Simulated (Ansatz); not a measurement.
Cartesian coordinates in Å:
```
B -1.101 0.674 0.742
O 0.082 0.431 0.183
Ga 1.148 -0.658 -0.752
H -1.997 -0.134 0.673
H -1.265 1.718 1.322
H 2.012 -1.613 0.120
H 1.122 -0.418 -2.288
```

Charge 0, multiplicity 1.

Problem. List the r2SCAN/def2-TZVPP orbital energies in eV (Ansatz 0.2.0). (Best estimate.)

Solution. The calculation gave: Occupied: -10122.82, -1244.99, -1101.45, -1101.32, -1101.31, -515.86, -180.54, -148.62, -101.62, -101.29, -101.23, -26.02, -21.18, -21.08, -21.02, -20.90, -20.86, -13.76, -11.16, -9.96, -9.81, -9.47, -7.90, -6.58. Lowest empty: -2.14, -0.69, -0.15, 0.66, 2.70, 3.21, 3.27, 3.75.
